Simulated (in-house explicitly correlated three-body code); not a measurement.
Computed with an exponentially correlated three-body code. Model: two electrons around a point charge, non-relativistic, variational in 260 exponentially correlated functions (energies converged to about 1e-7 hartree, or 1e-8 relative for large Z).

For this charge the correlation energy is taken as exact minus Hartree-Fock, from which it differs by microhartrees, and the kinetic parts follow from it.

For two electrons in a singlet the Kohn-Sham orbital is the square root of half the density, so the exact Kohn-Sham potential and energy parts follow from the density alone, and exchange is minus half the Hartree energy. The Kohn-Sham level equals minus the binding energy of the second electron.

Command:
```bash
python run_hyl.py task.json out
```
Settings (lengths in bohr, energies in hartree):
```
Z                      10.4
interaction_strength   1
functions              260
states_tried           13
```

Cost of the run: 18 s on 1 thread of AMD EPYC 9R45 96-Core Processor (Zen 5), on a shared host.

**Electric-dipole lines between converged S and P states, rate of the upper state's decay.**

Given: nuclear charge 10.4.

```tsv
s state	p state	p minus s (eV)	oscillator strength from s	rate (1/s)
1 1S	2 1P	1000.4	0.72694	1.0523e+13
1 1S	3 1P	1165.9	0.14959	2.9412e+12
1 1S	4 1P	1224	0.056092	1.2156e+12
2 1S	2 1P	6.825	0.051254	3.4531e+07
2 1S	3 1P	172.3	0.38818	1.6668e+11
2 1S	4 1P	230.44	0.095897	7.3657e+10
3 1S	2 1P	-163.5	-0.052863	6.1316e+10
3 1S	3 1P	1.9801	0.089196	5.0584e+06
3 1S	4 1P	60.121	0.425	2.2219e+10
4 1S	2 1P	-222.79	-0.011543	2.4861e+10
4 1S	3 1P	-57.312	-0.12043	1.7164e+10
4 1S	4 1P	0.82841	0.12427	1.2335e+06
2 3S	2 3P	9.9683	0.0711	1.0219e+08
2 3S	3 3P	?	?	?
2 3S	4 3P	240.23	0.092545	7.7249e+10
3 3S	2 3P	-168.18	-0.054469	6.6849e+10
3 3S	3 3P	2.7295	0.11907	1.2831e+07
3 3S	4 3P	62.084	0.40341	2.249e+10
4 3S	2 3P	?	?	?
4 3S	3 3P	-58.234	-0.12622	1.8574e+10
4 3S	4 3P	1.1203	0.16412	2.9791e+06
```

What belongs in the row 2 3S 3 3P?

p minus s (eV): 180.87; oscillator strength from s: 0.36827; rate (1/s): 1.7426e+11.

What belongs in the row 4 3S 2 3P?

p minus s (eV): -229.14; oscillator strength from s: -0.011649; rate (1/s): 2.654e+10.

**Exact Kohn-Sham parts of the ground state from its density.**

Computed: total energy -101.816839 hartree; Kohn-Sham kinetic 101.77 hartree; Hartree energy 12.555 hartree; exchange energy -6.2775 hartree; kinetic part of the DFT correlation energy 0.044635 hartree; exact minus restricted Hartree-Fock -0.04573 hartree; Kohn-Sham level -1299 eV; dipole polarisability 0.00088779 bohr³; C6 of two such species 2.5251e-05 hartree·bohr⁶.

What is the restricted Hartree-Fock level?

-1299.3 eV.

What is the potential part of the DFT correlation energy?

-0.090365 hartree.

**Functionals on the exact density and self-consistent, errors are functional minus exact, hybrids only self-consistent, a dash where a self-consistent run leaves the top level unbound.**

| result | exchange error (millihartree) | correlation error (millihartree) | functional driven error (millihartree) | density driven error (millihartree) | self consistent total error (millihartree) | top level plus exact binding (eV) |
| --- | --- | --- | --- | --- | --- | --- |
| PW91 | 104.66 | -16.298 | 88.363 | -1.4574 | 86.905 | 61.92 |
| r2SCAN0 | - | - | - | - | -1.5769 | 41.344 |
| PBEsol | 391.66 | -16.352 | 375.31 | -1.4504 | 373.86 | 65.605 |
| r2SCAN | -4.0267 | 1.612 | -2.4148 | -0.31493 | -2.7297 | 55.421 |
| RPBE | 17.696 | -2.2291 | 15.467 | -1.4858 | 13.981 | 61.818 |
| PBE | 123.46 | -2.2291 | 121.23 | -1.4242 | 119.8 | 62.585 |
| wB97X | - | - | - | - | -180.68 | 47.315 |
| BLYP | 47.447 | -4.4703 | 42.976 | -1.4117 | 41.564 | 61.581 |
| HSE06 | - | - | - | - | 82.48 | 47.031 |
| SCAN | ? | ? | ? | ? | ? | ? |
| revTPSS | -3.0542 | -5.1918 | -8.246 | -0.24988 | -8.4959 | 56.752 |
| PBE0 | - | - | - | - | 89.611 | 46.659 |
| AM05 | ? | ? | ? | ? | ? | ? |
| B3LYP VWN-RPA | - | - | - | - | 62.228 | 49.264 |

What belongs in the row SCAN?

exchange error (millihartree): -4.0267; correlation error (millihartree): 1.612; functional driven error (millihartree): -2.4148; density driven error (millihartree): -0.31493; self consistent total error (millihartree): -2.7297; top level plus exact binding (eV): 55.421.

What belongs in the row AM05?

exchange error (millihartree): 688.08; correlation error (millihartree): -132.37; functional driven error (millihartree): 555.71; density driven error (millihartree): -1.8019; self consistent total error (millihartree): 553.91; top level plus exact binding (eV): 67.931.

**Density and exact potentials over r, pair density (one pair, times 4 pi r12^2) and exact minus Kohn-Sham pair density over r12.**

| radius (bohr) | radial density (electrons/bohr) | exchange potential (hartree) | intracule density (1/bohr) | Coulomb hole against Kohn-Sham (1/bohr) | correlation potential (hartree) |
| --- | --- | --- | --- | --- | --- |
| 0.0406 | 6.0027 | -9.3134 | 0.7127 | -0.0467 | -0.014 |
| 0.047 | 7.0524 | -9.1106 | 0.92745 | -0.05622 | -0.007 |
| 0.0544 | 8.1167 | -8.8654 | 1.1949 | -0.06601 | -0.001 |
| 0.0631 | 9.138 | -8.5681 | 1.5258 | -0.07521 | 0.006 |
| 0.0731 | 9.9974 | -8.2214 | 1.9134 | -0.08215 | 0.012 |
| 0.0847 | 10.596 | -7.8213 | 2.3523 | -0.085 | 0.017 |
| 0.0981 | 10.825 | -7.3706 | 2.8187 | -0.08172 | 0.02 |
| 0.114 | 10.593 | -6.8615 | 3.2847 | -0.07031 | 0.021 |
| 0.132 | ? | ? | ? | ? | ? |
| 0.153 | ? | ? | ? | ? | ? |
| 0.177 | 7.1871 | -5.1954 | 3.9554 | 0.003526 | 0.013 |
| 0.205 | 5.5068 | -4.6303 | 3.7362 | 0.02837 | 0.009 |
| 0.237 | 3.8882 | -4.0938 | 3.267 | 0.04358 | 0.006 |
| 0.275 | 2.4589 | -3.5796 | 2.5884 | 0.04638 | 0.004 |
| 0.319 | 1.3823 | -3.1119 | 1.8316 | 0.03791 | 0.001 |
| 0.369 | 0.68749 | -2.7018 | 1.146 | 0.02425 | 0.001 |
| 0.428 | 0.28832 | -2.3339 | 0.60882 | 0.0114 | 0.001 |

What belongs in the row 0.132?

radial density (electrons/bohr): 9.8736; exchange potential (hartree): -6.3265; intracule density (1/bohr): 3.6706; Coulomb hole against Kohn-Sham (1/bohr): -0.05087; correlation potential (hartree): 0.019.

What belongs in the row 0.153?

radial density (electrons/bohr): 8.692; exchange potential (hartree): -5.7623; intracule density (1/bohr): 3.9186; Coulomb hole against Kohn-Sham (1/bohr): -0.0247; correlation potential (hartree): 0.016.

The density-driven part is never positive, since each functional's own density lowers its energy. Here it is small beside the functional-driven part (median ratio 0.03), the normal case.
